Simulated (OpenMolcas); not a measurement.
3s2 3p2 along the 14-electron sequence

```json
{"Program": "OpenMolcas", "Method": "CASSCF", "Basis": "ANO-RCC-VTZP", "Scalar Hamiltonian": "DKH2, point nucleus", "Spin-orbit coupling": "state interaction with AMFI integrals over the reference wave functions, term energies averaged over their components"}
```

Active space for each ion: 4 electrons in 8 orbitals (3s 3p 4s 4p).

Computed levels in cm-1 above 3P0:

```tsv
Level	Si	P+	S2+	Cl3+	Ar4+
3P1	63.0	139	261	449	699
3P2	184	400	740	1237	1879
1D2	8261	12925	15420	16611	19284
1S0	14207	21655	26696	30036	35084
weight of 3P in the lowest level (%)	100	100	100	100	100
```

Measured, with the error of the calculation in %. Measured levels: Si, P+ from NIST Handbook of Basic Atomic Spectroscopic Data; S2+ from NIST levels in Podobedova, Kelleher and Wiese, J. Phys. Chem. Ref. Data 38, 171 (2009); Cl3+ from Moore, Atomic Energy Levels, vol. I, NSRDS-NBS 35 (1971 reprint of NBS Circular 467, 1949); Ar4+ from Saloman, J. Phys. Chem. Ref. Data 39, 033101 (2010).

```json
{"Level": "3P1", "Si": "77.1 (-18.3)", "P+": "165 (-16.0)", "S2+": "299 (-12.5)", "Cl3+": "491 (-8.6)", "Ar4+": "763 (-8.5)"}
{"Level": "3P2", "Si": "223 (-17.6)", "P+": "469 (-14.8)", "S2+": "833 (-11.2)", "Cl3+": "1341 (-7.8)", "Ar4+": "2029 (-7.4)"}
{"Level": "1D2", "Si": "6299 (+31.1)", "P+": "8882 (+45.5)", "S2+": "11323 (+36.2)", "Cl3+": "13766 (+20.7)", "Ar4+": "16299 (+18.3)"}
{"Level": "1S0", "Si": "15394 (-7.7)", "P+": "21576 (+0.4)", "S2+": "27161 (-1.7)", "Cl3+": "32550 (-7.7)", "Ar4+": "37912 (-7.5)"}
```

The fine-structure level 3P2 changes by a factor of 10.2 from Si to Ar4+. Its fourth root runs 3.68, 4.47, 5.22, 5.93, 6.58, with steps per unit of Z of 0.79, 0.74, 0.71, 0.65; equal steps would mean a (Z - σ)^4 law with constant σ.

1D2 changes by a factor of 2.33 over the same range, with steps per unit of Z of +4660, +2500, +1190, +2670 cm-1.

Without dynamic correlation excited terms often stand tens of per cent too high (terms of higher spin than the ground term too low), and those without a measured partner can miss by more than the paired ones (holds for Si; P+). Active for correlation alone: 4p 4s; no level in the range computed is led by a configuration that fills them, so any true level of that kind is missing (holds for Si; Cl3+; Ar4+). The run also gave levels led by 3s2 3p 4p, 3s2 3p 4s, which use shells meant for correlation; these and all levels above them are left out (holds for P+). The run also gave levels led by 3s2 3p 4p, which use shells meant for correlation; these and all levels above them are left out (holds for S2+). Measured partners are found by configuration, term and J. A level has none where our copy of the source lacks it or the pairing is in doubt (some pairs that miss far off the trend of their configuration count as doubtful), and it then counts in no deviation. Only configurations of the active space appear.
